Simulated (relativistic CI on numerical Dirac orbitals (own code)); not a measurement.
## Energy levels of Tl³⁴⁺

These numbers are calculated, not measured: Dirac-Coulomb-Breit CI, KLI orbitals optimised for each configuration, model QED (radiative potential, 1s self-energy scaled to tabulated hydrogen-like ionisation energies), unscaled Slater integrals (own radial code, finite nucleus).

Configuration list (outside the closed core [Ar] 3d10): 4s²4p⁶4d¹⁰4f, 4s²4p⁶4d⁹4f², 4s²4p⁶4d¹⁰5s, 4s²4p⁵4d¹⁰4f², 4s²4p⁶4d¹⁰5p, 4s4p⁶4d¹⁰4f², 4s²4p⁶4d¹⁰5d, 4s²4p⁴4d¹⁰4f³, 4s²4p⁶4d⁹4f5s, 4s²4p⁶4d⁹5s², 4s²4p⁶4d¹⁰5f, 4s²4p⁶4d⁸4f²5s, 4s²4p⁶4d⁹4f5p, 4s²4p⁶4d⁹5s5p, 4s²4p⁶4d¹⁰5g, 4p⁶4d¹⁰4f³. Levels of other configurations are missing.

The lowest level is 4s²4p⁶4d¹⁰4f ²F°5/2, with 100 % of that term; Hund's rules for 4s²4p⁶4d¹⁰4f give ²F° with J = 5/2, in agreement.

```tsv
No.	Configuration	Term	J	E (cm⁻¹)	%	Next component (%)	Landé g
1	4s²4p⁶4d¹⁰4f	²F°	5/2	0	100		0.852
2	4s²4p⁶4d¹⁰4f	²F°	7/2	55120	100		1.139
3	4d⁹4f²(3H)	⁴F	3/2	1833078	91	6 ²D	0.441
4	4d⁹4f²(3H)	⁴F	5/2	1837854	54	24 ⁴G	0.933
5	4d⁹4f²(3H)	⁴G	7/2	1858305	40	28 ⁴F	1.038
6	4d⁹4f²(3H)	²K	13/2	1880383	44	39 ⁴K	0.969
7	4d⁹4f²(3H)	⁴H	9/2	1887908	37	26 ⁴G	1.022
8	4d⁹4f²(3F)	⁴D	5/2	1890347	28	24 ⁴G	1.049
9	4d⁹4f²(3H)	⁴F	7/2	1890396	32	25 ⁴D	1.159
10	4d⁹4f²(3H)	⁴I	11/2	1903064	34	19 ²H	0.975
11	4d⁹4f²(3F)	⁴F	9/2	1903998	57	18 ⁴G	1.226
12	4s²4p⁶4d¹⁰5s	²S	1/2	1907494	97	1 4s²4p⁶4d⁸4f²5s ²S	1.995
13	4d⁹4f²(3F)	⁴D	3/2	1907704	50	20 ⁴F	1.092
14	4d⁹4f²(3H)	²F	5/2	1912805	38	34 ⁴F	0.930
15	4d⁹4f²(3H)	⁴K	15/2	1915622	74	21 ²K	1.086
16	4d⁹4f²(3H)	⁴G	7/2	1915749	41	26 ⁴F	1.071
17	4d⁹4f²(3F)	⁴P	1/2	1923995	48	42 ⁴D	1.406
18	4d⁹4f²(3P)	⁴D	7/2	1925769	35	30 ²G	1.112
19	4d⁹4f²(3F)	⁴G	11/2	1926901	44	42 ⁴H	1.173
20	4d⁹4f²(3F)	⁴H	13/2	1936498	52	26 ²I	1.152
21	4d⁹4f²(3H)	⁴K	17/2	1939121	78	22 ²L	1.146
22	4d⁹4f²(3F)	⁴G	9/2	1939926	37	25 ⁴H	1.057
23	4d⁹4f²(3F)	⁴D	5/2	1943352	32	31 ²F	1.071
24	4d⁹4f²(3H)	²H	9/2	1948314	49	23 ²G	0.987
25	4d⁹4f²(3H)	⁴I	13/2	1957338	43	26 ²K	1.058
26	4d⁹4f²(1G)	²H	11/2	1957978	27	24 ⁴G	1.062
27	4d⁹4f²(1G)	²D	3/2	1959790	68	16 ⁴P	0.986
28	4d⁹4f²(3F)	²H	9/2	1959832	31	27 ⁴G	1.058
29	4d⁹4f²(3F)	²G	7/2	1963039	34	30 ²F	1.087
30	4d⁹4f²(3F)	⁴P	1/2	1963894	35	35 ⁴D	1.168
```

Energies count from the lowest computed level; ° marks odd parity. Percentages are summed over parent terms; the parents shown are those of the largest component, closed shells are left out there.

The mean weight of the leading LS term, summed over parents, in these 30 levels is 51 %, and that of the leading jj configuration (from the same eigenvectors) 84 %, so jj coupling describes them better and the LS labels are nominal.

At this charge energies of transitions that change n are usually good to better than 1 %, and those within a shell (Δn = 0) to a few per cent.

LS names give the leading component of a level, which can be under half, so a name can repeat, a term be missing and a line seem to break the LS rules.
